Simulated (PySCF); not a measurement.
Zn(OH)2 anion (H2O2Zn), SMILES [Zn]([OH])[OH] (connectivity only; charge and spin as stated), charge -1, multiplicity 2.

Geometry: B3LYP-D3(BJ)/def2-SVPD. The multiplicity is an assumed one; other spin states were not compared. The isomer is the one that the SMILES or the coordinates give; other isomers of the formula were not compared. One conformer was computed; it need not be the lowest.

These are B3LYP-D3(BJ)/def2-SVPD in PySCF values and carry that method's errors.

Frequencies are harmonic and unscaled.

Computed vibrational spectrum:
```csv
mode,ν (cm⁻¹),IR (km/mol),moving atoms (share of kinetic energy)
1,139,9.9,"O 66 %, Zn 24 %, H 10 %"
2,237,0.0,"H 89 %, O 11 %"
3,248,53.9,H 98 %
4,464,64.6,"O 87 %, Zn 9 %"
5,510,146.1,"O 71 %, Zn 28 %"
6,632,186.2,H 93 %
7,679,80.8,"H 90 %, O 9 %"
8,3841,1.1,H 94 %
9,3843,1.4,H 94 %
```
